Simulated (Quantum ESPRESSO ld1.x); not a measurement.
Input file for ld1.x (Quantum ESPRESSO 7.5):

```
 &input
    zed=80.0,
    iswitch=1,
    rel=2,
    dft='PBE',
    config='[Xe] 4f14 5d9.1 6s2',
    rel_dist='average',
    lsmall=.true.,
    prefix='ld1',
    max_out_wfc=37,
    file_charge='ld1.rho',
 /
```

Command: `OMP_NUM_THREADS=1 ld1.x < ld1.in > ld1.out`

Output (excerpt):

```
     Program LD1 v.7.5 starts

     --------------------------- All-electron run ----------------------------

     dirac relativistic calculation

     atomic number is 80.00
     dft =PBE   lsd =0 sic =0 latt =0  beta=0.20 tr2=1.0E-14
     Exchange-correlation= PBE
                           (   1   4   3   4   0   0   0)
     mesh =2125 r(mesh) = 100.48147 a.u. xmin = -8.00 dx = 0.00800
     1 Ry =  13.60569312 eV, c = 137.03599908

     n l j   nl                  e(Ry)          e(Ha)          e(eV)
     Spin orbit split results
     1 0 0.5 1S 1( 2.00)     -6104.7706     -3052.3853    -83059.6356
     2 0 0.5 2S 1( 2.00)     -1081.7356      -540.8678    -14717.7627
     2 1 0.5 2P 1( 2.00)     -1037.6988      -518.8494    -14118.6116
     2 1 1.5 2P 1( 4.00)      -894.5178      -447.2589    -12170.5347
     3 0 0.5 3S 1( 2.00)      -257.3094      -128.6547     -3500.8734
     3 1 0.5 3P 1( 2.00)      -237.5212      -118.7606     -3231.6409
     3 1 1.5 3P 1( 4.00)      -205.8052      -102.9026     -2800.1222
     4 0 0.5 4S 1( 2.00)       -57.2284       -28.6142      -778.6319
     4 1 0.5 4P 1( 2.00)       -48.7511       -24.3756      -663.2928
     4 1 1.5 4P 1( 4.00)       -41.0932       -20.5466      -559.1011
     3 2 1.5 3D 1( 4.00)      -173.1329       -86.5665     -2355.5936
     3 2 2.5 3D 1( 6.00)      -166.3390       -83.1695     -2263.1574
     5 0 0.5 5S 1( 2.00)        -9.4938        -4.7469      -129.1703
     5 1 0.5 5P 1( 2.00)        -6.6940        -3.3470       -91.0771
     5 1 1.5 5P 1( 4.00)        -5.3420        -2.6710       -72.6819
     4 2 1.5 4D 1( 4.00)       -27.2627       -13.6313      -370.9279
     4 2 2.5 4D 1( 6.00)       -25.8353       -12.9177      -351.5077
     4 3 2.5 4F 1( 6.00)        -8.0394        -4.0197      -109.3812
     4 3 3.5 4F 1( 8.00)        -7.7311        -3.8656      -105.1876
     5 2 1.5 5D 1( 3.64)        -1.5733        -0.7866       -21.4054
     5 2 2.5 5D 1( 5.46)        -1.4295        -0.7147       -19.4493
     6 0 0.5 6S 1( 2.00)        -1.0988        -0.5494       -14.9500
     Averaged results
     1 0     1S 1( 2.00)     -6104.7706     -3052.3853    -83059.6356
     2 0     2S 1( 2.00)     -1081.7356      -540.8678    -14717.7627
     2 1     2P 1( 6.00)      -942.2448      -471.1224    -12819.8937
     3 0     3S 1( 2.00)      -257.3094      -128.6547     -3500.8734
     3 1     3P 1( 6.00)      -216.3772      -108.1886     -2943.9618
     4 0     4S 1( 2.00)       -57.2284       -28.6142      -778.6319
     4 1     4P 1( 6.00)       -43.6458       -21.8229      -593.8317
     3 2     3D 1(10.00)      -169.0566       -84.5283     -2300.1319
     5 0     5S 1( 2.00)        -9.4938        -4.7469      -129.1703
     5 1     5P 1( 6.00)        -5.7927        -2.8963       -78.8137
     4 2     4D 1(10.00)       -26.4063       -13.2031      -359.2758
     4 3     4F 1(14.00)        -7.8632        -3.9316      -106.9848
     5 2     5D 1( 9.10)        -1.4870        -0.7435       -20.2317
     6 0     6S 1( 2.00)        -1.0988        -0.5494       -14.9500

     final scf error:  7.7E-15 reached in  30 iterations

     Etot =  -39323.325202 Ry,  -19661.662601 Ha, -535021.095272 eV

     Ekin =   45388.861803 Ry,   22694.430901 Ha,  617546.924892 eV
     Encl =  -99169.488943 Ry,  -49584.744471 Ha,-1349269.633716 eV
     Eh   =   15203.946151 Ry,    7601.973076 Ha,  206860.225593 eV
     Exc  =    -746.644213 Ry,    -373.322107 Ha,  -10158.612041 eV

     normalization and overlap integrals

     s(1S/1S) =  1.000000  <r> =   0.0166  <r2> =    0.0004  r(max) =   0.0102
     s(2S/2S) =  1.000000  <r> =   0.0692  <r2> =    0.0057  r(max) =   0.0590
     s(2P/2P) =  1.000000  <r> =   0.0569  <r2> =    0.0041  r(max) =   0.0442
     s(2P/2P) =  1.000000  <r> =   0.0656  <r2> =    0.0052  r(max) =   0.0511
     s(3S/3S) =  1.000000  <r> =   0.1801  <r2> =    0.0372  r(max) =   0.1670
     s(3P/3P) =  1.000000  <r> =   0.1704  <r2> =    0.0339  r(max) =   0.1554
     s(3P/3P) =  1.000000  <r> =   0.1863  <r2> =    0.0403  r(max) =   0.1710
     s(4S/4S) =  1.000000  <r> =   0.3990  <r2> =    0.1799  r(max) =   0.3776
     s(4P/4P) =  1.000000  <r> =   0.4011  <r2> =    0.1833  r(max) =   0.3746
     s(4P/4P) =  1.000000  <r> =   0.4353  <r2> =    0.2154  r(max) =   0.4057
     s(3D/3D) =  1.000000  <r> =   0.1621  <r2> =    0.0309  r(max) =   0.1335
     s(3D/3D) =  1.000000  <r> =   0.1670  <r2> =    0.0326  r(max) =   0.1367
     s(5S/5S) =  1.000000  <r> =   0.9010  <r2> =    0.9106  r(max) =   0.8269
     s(5P/5P) =  1.000000  <r> =   0.9696  <r2> =    1.0616  r(max) =   0.8746
     s(5P/5P) =  1.000000  <r> =   1.0647  <r2> =    1.2814  r(max) =   0.9550
     s(4D/4D) =  1.000000  <r> =   0.4425  <r2> =    0.2264  r(max) =   0.3961
     s(4D/4D) =  1.000000  <r> =   0.4536  <r2> =    0.2377  r(max) =   0.4057
     s(4F/4F) =  1.000000  <r> =   0.4791  <r2> =    0.2770  r(max) =   0.3657
     s(4F/4F) =  1.000000  <r> =   0.4858  <r2> =    0.2849  r(max) =   0.3686
     s(5D/5D) =  1.000000  <r> =   1.4080  <r2> =    2.3264  r(max) =   1.1297
     s(5D/5D) =  1.000000  <r> =   1.4641  <r2> =    2.5224  r(max) =   1.1665
     s(6S/6S) =  1.000000  <r> =   2.4637  <r2> =    6.8763  r(max) =   2.1085

     ------------------------ End of All-electron run ------------------------
```

Run on one thread of a shared host, so times are rough (Intel(R) Xeon(R) Processor @ 2.60GHz): 0.6 s of CPU time, 1.7 s wall, 30 iterations on 2125 mesh points.
